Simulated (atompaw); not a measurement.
Reading a pseudo-wave (N)

Columns: radius, all-electron u(r) and pseudo u(r) of the 2s shell (level -49.16 eV) of nitrogen in the configuration [He] 2s2 2p1; PBE, scalar-relativistic, PAW (atompaw) scheme, atompaw 4.2.0.5.

| r (bohr) | all-electron | pseudo |
| --- | --- | --- |
| 0.046 | -0.3017 | 0.0691 |
| 0.092 | -0.4221 | 0.1414 |
| 0.138 | -0.4269 | 0.2181 |
| 0.185 | -0.3583 | 0.2997 |
| 0.231 | -0.2491 | 0.3785 |
| 0.277 | -0.1186 | 0.4514 |
| 0.323 | 0.0200 | 0.5155 |
| 0.369 | 0.1578 | 0.5707 |
| 0.415 | 0.2891 | 0.6206 |
| 0.462 | 0.4129 | 0.6714 |
| 0.508 | 0.5219 | 0.7244 |
| 0.554 | 0.6183 | 0.7795 |
| 0.600 | 0.7018 | 0.8305 |
| 0.646 | 0.7726 | 0.8694 |
| 0.692 | 0.8309 | 0.8925 |
| 0.738 | 0.8775 | 0.9051 |
| 0.785 | 0.9139 | 0.9194 |
| 0.831 | 0.9394 | 0.9395 |
| 0.877 | 0.9560 | 0.9560 |
| 0.923 | 0.9645 | 0.9645 |
| 0.969 | 0.9660 | 0.9660 |
| 1.015 | 0.9613 | 0.9613 |
| 1.062 | 0.9510 | 0.9510 |
| 1.108 | 0.9363 | 0.9363 |
| 1.154 | 0.9178 | 0.9178 |
| 1.200 | 0.8962 | 0.8962 |

Task: How many radial nodes do the two functions have?

Result: The all-electron 2s function has n − l − 1 = 1; the pseudo-wave has 0, since the states of the same l below it are removed with the core.

Task: At about which radius was the pseudo-wave matched?

Result: 0.85 bohr, where the columns begin to agree (steps of 0.05 bohr).

Task: Is the pseudo-wave norm-conserving?

Result: No, it belongs to a PAW set: the norm inside the radius is not constrained, and the difference is carried by the augmentation charge.
